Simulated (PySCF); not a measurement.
## Static response to an electric field

Compound: C₆H₅N.
Numbering: `[CH2:1]=[C:2]=[CH:3]/[CH:4]=[CH:5]/[C:6]#[N:7]` (hydrogens: H8, H9 on C1; H10 on C3; H11 on C4; H12 on C5)

Structure used (GFN2-xTB), in Å, numbered top down from 1:
```
atom  x, y, z in Å
C1    -2.7946    0.7305   -0.3762
C2    -1.7145    0.0996   -0.0637
C3    -0.6106   -0.5351    0.2460
C4     0.6985    0.0304    0.0566
C5     1.8335   -0.6137    0.3760
C6     3.0973   -0.0381    0.1824
N7     4.1345    0.4300    0.0267
H8    -3.3109    1.3639    0.3279
H9    -3.2370    0.6488   -1.3566
H10   -0.6665   -1.5325    0.6652
H11    0.7461    1.0257   -0.3656
H12    1.8253   -1.6102    0.7995
```

Level: wB97X-D/def2-SVPD (PySCF), static field, nuclei fixed, core orbitals frozen in the response. The polarisability tensor in these axes (au):

```
x   157.63 -15.35  10.83
y   -15.35  62.48  -6.60
z    10.83  -6.60  51.57
```

Question: Diagonalise the tensor; give its mean and Δα, where Δα² is half the sum of the squared differences of the eigenvalues.

Answer: Principal values 48.34, 62.03 and 161.30 au; mean 90.56 au = 13.42 Å³ = 14.93 × 10⁻⁴⁰ C²·m²/J; Δα = 106.78 au (118 % of the mean).

Question: What is the dipole moment, and where does it point?

Answer: (-5.18, -1.04, 0.23) D, 5.29 D in size, pointing from the negative to the positive side. Measured along this direction, the outermost atoms are N7 at the negative end and H8 and H9 at the positive end.

Question: Orientational against electronic polarisability at 298 K (dilute gas, rigid molecules)?

Answer: In Gaussian units μ²/3kT = 226.99 Å³ against 13.42 Å³, a ratio of 16.91; the Debye molar polarisation (4π/3)N_A(α + μ²/3kT) is 606.4 cm³/mol, leaving out the vibrational part.

Question: Refractivity n − 1 of an ideal gas of it at 500 K and 1 atm, from the electronic α?

Answer: N = p/kT = 1.4678 × 10¹⁹ cm⁻³, so n − 1 = 2π × N × 13.42 × 10⁻²⁴ cm³ = 1238 × 10⁻⁶ at long wavelengths.

Question: What are the principal values of the traceless quadrupole moment, Θ = ½Σq(3rr − r²1), about the centre of nuclear charge?

Answer: -16.98, 3.49, 13.49 D·Å. The values depend on the origin, since the dipole doesn't vanish. The electronic extent ⟨r²⟩ about the same centre is 1167 bohr², a root-mean-square distance of 2.61 Å for the 48 electrons.

Question: Directions of the eigenvectors, and the extent of the frame along each?

Answer: Largest value along (0.98, -0.16, 0.11), where the nuclei span 7.42 Å; middle along (0.19, 0.91, -0.38), 2.97 Å; least along (-0.04, 0.39, 0.92), 1.83 Å. The response follows the extents in order.

Question: What depolarisation ratio follows for Rayleigh scattering of linearly polarised light, taking the static tensor?

Answer: ρ = 3Δα²/(45ᾱ² + 4Δα²) = 34204.4/(369040 + 45605.9) = 0.0825.

The structure is a single GFN2-xTB conformer in the gas phase; no vibrational or solvent corrections.

The run behind these numbers computed excited states as well. On one thread, Arm Neoverse V1 (aarch64), no GPU, shared host, this took 32 s wall and 0.74 GiB of memory at its peak.
